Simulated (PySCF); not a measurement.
Compound: CBr2F2.
InChI=1S/CBr2F2/c2-1(3,4)5

Computed with PBE0-D3(BJ)/def2-SVP geometry optimisation, gas phase in PySCF 2.14.0.

Take the most abundant isotopes and a rigid rotor. 

**Question.** Give the principal moments of inertia and the rotational constants in GHz.

**Answer.** Ia = 155.86, Ib = 446.96, Ic = 515.63 u·Å²; 505379 MHz·u·Å²/I gives 3242, 1131 and 980.1 MHz, that is A = 3.2425, B = 1.1307, C = 0.9801 GHz.

**Question.** Classify the top.

**Answer.** An asymmetric top; Ray's κ = -0.867.

**Question.** Is it planar, by Δ = Ic − Ia − Ib?

**Answer.** Not planar: Δ = Ic − Ia − Ib = -87.20 u·Å². For a rigid frame Δ = −2 Σ m c², so Σ m c² = 43.60 u·Å² lies off the ab plane. The atom farthest from that plane is 1.07 Å away.

**Question.** Give the other two planar moments, Paa and Pbb, and the rms extents of the mass along the axes.

**Answer.** Paa = Σ m a² = (Ib + Ic − Ia)/2 = 403.36 and Pbb = Σ m b² = (Ia + Ic − Ib)/2 = 112.26 u·Å². With the mass M = 207.83 u, the rms extents √(P/M) along a, b and c are 1.39, 0.73, 0.46 Å.

**Question.** Give the coordinates in the principal-axis frame, origin at the centre of mass.

**Answer.** The sense of each axis is arbitrary; atoms in the order of the calculation.
```csv
atom,mass (u),a (Å),b (Å),c (Å)
F1,18.998,-0.001,-1.460,-1.071
C2,12.000,0.000,-0.688,0.000
F3,18.998,-0.001,-1.458,1.072
Br4,78.918,1.599,0.403,0.000
Br5,78.918,-1.598,0.404,0.000
```

**Question.** Which types of transition are allowed, and where do some lines up to J = 4 fall?

**Answer.** The dipole components are |μa| = 0.00 D, |μb| = 0.40 D, |μc| = 0.00 D; the symmetry axis of this C2v structure is b, so μa and μc vanish by symmetry and there are no a-type or c-type lines. Some lines, for components of 0.1 D or more:

```tsv
type	branch	J(Ka,Kc)	MHz	lower level (cm⁻¹)
b	R	2(0,2) ← 1(1,1)	2102	0.141
b	Q	1(1,0) ← 1(0,1)	2262	0.070
b	Q	2(1,1) ← 2(0,2)	2421	0.211
b	R	1(1,1) ← 0(0,0)	4223	0.000
b	R	3(0,3) ← 2(1,2)	4333	0.277
b	Q	4(2,2) ← 4(1,3)	5939	0.801
b	Q	3(2,1) ← 3(1,2)	6153	0.510
b	R	2(1,2) ← 1(0,1)	6183	0.070
b	R	4(0,4) ← 3(1,3)	6598	0.480
b	Q	2(2,1) ← 2(1,2)	6787	0.277
b	R	3(1,3) ← 2(0,2)	8071	0.211
b	R	4(1,4) ← 3(0,3)	9897	0.421
b	R	2(2,1) ← 1(1,0)	10707	0.146
b	R	2(2,0) ← 1(1,1)	10866	0.141
b	Q	3(3,1) ← 3(2,2)	10940	0.714
b	R	3(2,2) ← 2(1,1)	12668	0.292
b	R	3(2,1) ← 2(1,2)	13158	0.277
b	R	4(2,3) ← 3(1,2)	14552	0.510
b	Q	4(4,0) ← 4(3,1)	15294	1.361
b	Q	4(4,1) ← 4(3,2)	15296	1.361
b	R	3(3,1) ← 2(2,0)	17265	0.503
b	R	3(3,0) ← 2(2,1)	17273	0.503
b	R	4(3,2) ← 3(2,1)	19359	0.716
b	R	4(4,1) ← 3(3,0)	23754	1.079
b	R	4(4,0) ← 3(3,1)	23754	1.079
```

**Question.** Estimate the classical rotational partition function at 10 K, 100 K and 298.15 K.

**Answer.** Point group C2v, symmetry number σ = 2; q = (√π/σ)·√((kT/h)³/(ABC)), k/h = 20836.6 MHz/K: 1410 at 10 K, 44500 at 100 K, 229000 at 298.15 K.

Whether it is a minimum is left open (no frequencies). These are rigid-rotor constants of the computed structure; measured ground-state constants (B0) also hold zero-point vibration. Quadrupole hyperfine structure (79Br) is left out.
